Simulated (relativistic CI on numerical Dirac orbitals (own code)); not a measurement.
Slater and spin-orbit integrals, Nd XXIV

Method of calculation: Dirac-Coulomb-Breit CI, orbitals from a KLI potential per configuration, model QED (radiative potential, 1s self-energy scaled to tabulated hydrogen-like ionisation energies), unscaled Slater integrals (own radial code, finite nucleus).

Slater integrals F^k, G^k are unscaled and averaged over j, outside the closed core [Ar] 3d10; ζ comes from projecting the Hamiltonian with its Breit term on Σ l·s of the shell.

- 4s2 4p6 4d: ζ(4d) = 18059 cm⁻¹; <r>(4d) = 0.5942, <r^2>(4d) = 0.4031 (bohr units).
- 4s2 4p5 4d2: ζ(4p) = 150790, F^2(4d,4d) = 170090, F^4(4d,4d) = 115690, F^2(4p,4d) = 173040, G^1(4p,4d) = 217090, G^3(4p,4d) = 138430, ζ(4d) = 17980 cm⁻¹; <r>(4p) = 0.58, <r^2>(4p) = 0.3799, <r>(4d) = 0.5942, <r^2>(4d) = 0.403 (bohr units).
- 4s2 4p6 4f: ζ(4f) = 2142.5 cm⁻¹; <r>(4f) = 0.5834, <r^2>(4f) = 0.3873 (bohr units).

Give the Racah parameters of the d shell in 4s2 4p5 4d2.

B = F²/49 − 5F⁴/441 = 2160 cm⁻¹ and C = 35F⁴/441 = 9182 cm⁻¹.

Averages of the first 10 configurations, taken without configuration mixing, which lowers the lowest level and can move excited configurations by several eV; other configurations of the list can lie among them:

```tsv
Configuration	Parity	States	Average energy above the lowest level (eV)
4s2 4p6 4d	even	10	5.2
4s2 4p5 4d2	odd	270	126.0
4s2 4p6 4f	odd	14	138.0
4s 4p6 4d2	even	90	219.0
4s2 4p5 4d 4f	even	840	257.0
4s 4p6 4d 4f	odd	280	350.2
4s2 4p6 5s	even	2	221.8
4s2 4p6 5p	odd	6	258.2
4s2 4p6 5d	even	10	311.1
4s2 4p5 4d 5s	odd	120	341.6
```
